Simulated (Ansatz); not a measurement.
Compare A (`OC1=C[SiH]1S`) with its isomer B (`O[SiH]1C=C1S`).

Calculated with Ansatz (gas phase, PBE0-D4/def2-TZVP geometries, no zero-point term in ΔE). CCSD(T)/CBS adds triple-zeta CCSD(T) − MP2 to the extrapolated MP2 energy (def2 sets, frozen cores). Functionals use def2-TZVPP. B3LYP here is the variant with VWN-RPA as its local correlation; programs differ in this. One conformer a species, not always the lowest.

A:

Z-matrix (Å, degrees):
```
Si
S 1 2.127
C 1 1.795 2 125.5
C 1 1.798 2 125.2 3 -54.7
H 1 1.481 2 104.2 3 152.2
H 2 1.344 1 94.1 3 28.2
O 3 1.331 1 154.0 2 71.6
H 4 1.084 1 155.7 2 -71.2
H 7 0.967 3 109.4 1 -176.6
```

B:

Z-matrix (Å, degrees):
```
Si
C 1 1.782
C 1 1.802 2 44.4
O 1 1.637 2 125.6 3 105.9
H 1 1.472 2 124.8 3 -104.0
H 2 1.084 1 158.2 3 -178.2
S 3 1.712 1 154.1 2 178.3
H 4 0.959 1 117.0 2 -24.2
H 7 1.349 3 98.7 1 -176.6
```

Task: Which isomer does CCSD(T)/CBS put lower? Give the gap. (Best estimate.)

Result: Computed: B, by 18.1 kcal/mol.

Task: Give E(B) − E(A) in kcal/mol with PBE-D4, CCSD/def2-TZVPP, r2SCAN-D4, B3LYP, ωB97M-V, PBE0-D4, B3LYP-D4. (An estimate is asked.)

Result: The calculation gave: PBE-D4 -14.4, CCSD/def2-TZVPP -17.9, r2SCAN-D4 -16.7, B3LYP -17.2, ωB97M-V -16.9, PBE0-D4 -15.1, B3LYP-D4 -17.4. None reverses the order clearly.

Largest T1 diagnostic: 0.013.
